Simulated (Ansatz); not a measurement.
A run of Ansatz (development build ahead of 0.2.0) on doublet YSe at this shape:

```xyz
2

Y     0.0000    0.0000    0.0000
Se    0.0000    0.0000    2.6300
```

Its results:

```
Converged                       : yes
Total energy                    : -2439.87909 hartree
Spin squared of the determinant : 0.754
Stability test                  : minimum
```

Question: Which input gives this output? Name the method, the orbitals and the basis set, and write the input.

Answer: r²SCAN (unrestricted) in def2-TZVPP. The basis set brings a core potential for Y, so the total leaves out those core electrons.

```yaml
crystal:
  periodic: [false, false, false]
  atoms:
    - { symbol: "Y", position_ang: [0.0, 0.0, 0.0] }
    - { symbol: Se, position_ang: [0.0, 0.0, 2.63] }
basis:
  gaussian: { orbitals: def2-TZVPP }
magnetization:
  spin_polarized: true
  initial_magnetization: 1
hamiltonian:
  xc: r2scan
```
